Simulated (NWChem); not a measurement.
InICl2; SMILES [Cl][In]([Cl])[I]

Computed with NWChem. Structure relaxed at the PBE0/def2-SVP level. def2 effective core potentials on In, I; no spin-orbit coupling.

Task: Predict the results for KT2/def2-SVP. Quantities: highest occupied level (eV); orbital gap (eV); dipole (D).

Result: The highest occupied level (eV) is -7.12. The orbital gap (eV) is 3.20 and the dipole (D) comes out as 1.20.
